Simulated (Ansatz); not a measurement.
Geometry optimisation, Ansatz, RKS PBE0/def2-SVP.

Input file:

```yaml
crystal:
  periodic: [false, false, false]
  atoms:
    - { symbol: Al, position_ang: [0.0, 0.0, 0.0] }
    - { symbol: O, position_ang: [0.0, 0.0, 2.13] }
    - { symbol: H, position_ang: [-0.9095, -0.2814, 2.4671] }
    - { symbol: H, position_ang: [1.351, 0.0, -0.78] }
    - { symbol: Cl, position_ang: [-1.9312, 0.0, -1.115] }
    - { symbol: "N", position_ang: [0.0995, 2.1044, 0.7] }
    - { symbol: H, position_ang: [0.493, 2.3259, 1.659] }
    - { symbol: H, position_ang: [-0.2465, 2.8877, 0.0753] }
    - { symbol: H, position_ang: [0.0609, 1.2889, 1.7979] }
basis:
  gaussian: { orbitals: def2-SVP }
hamiltonian:
  xc: pbe0
relax:
  f_tol: 0.15
  max_steps: 25
  restrain:
    - { distance: [0, 5], at: 3.12, k: 30.0 }
    - { distance: [8, 1], at: 2.21, k: 30.0 }
    - { distance: [0, 1], at: 1.78, k: 30.0 }
    - { distance: [8, 5], at: 1.06, k: 30.0 }
```

Run as:

```bash
$ ansatz run input.yaml --threads 2 --pin off --max-ram 3072MiB --backend cpu --events-out ev --progress --plain --runs-dir out
```

Task: Where does it end, and by what steps?

Result: It converged. The restraints hold the end off the free minimum; the threshold counts their pulls, which the force column leaves out. Restrained pairs: Al1–N6 (2.22 → 3.10 Å), O2–H9 (1.33 → 2.22 Å), Al1–O2 (2.13 → 1.75 Å), N6–H9 (1.37 → 1.04 Å). After 10 steps the energy has fallen by 3.084 eV (the restraints' own energy left out); H8 moved furthest, 1.05 Å.

```
step  energy less start (eV)  largest force component (eV/Å)  accepted
   0                  0.0000                           3.591       yes
   1                  0.4471                           4.484       yes
   2                 -0.1702                           4.528       yes
   3                 -1.3837                           3.105       yes
   4                 -2.3621                           3.096       yes
   5                 -2.7405                           1.992       yes
   6                 -2.9105                           1.321       yes
   7                 -2.9831                           1.249       yes
   8                 -3.0581                           0.827       yes
   9                 -3.0748                           1.013       yes
  10                 -3.0842                           1.060       yes
```

```xyz
9
Properties=species:S:1:pos:R:3
Al -0.043 -0.392 -0.011
O -0.231 -0.337 1.731
H -1.087 -0.499 2.137
H 1.390 -0.576 -0.615
Cl -1.781 -0.518 -1.194
N 0.168 2.537 0.979
H 1.049 3.018 1.144
H -0.578 3.228 1.008
H 0.029 1.863 1.756
```

The run took 26 s on 2 threads of Arm Neoverse V1 (shared host), peak memory 0.17 GiB.
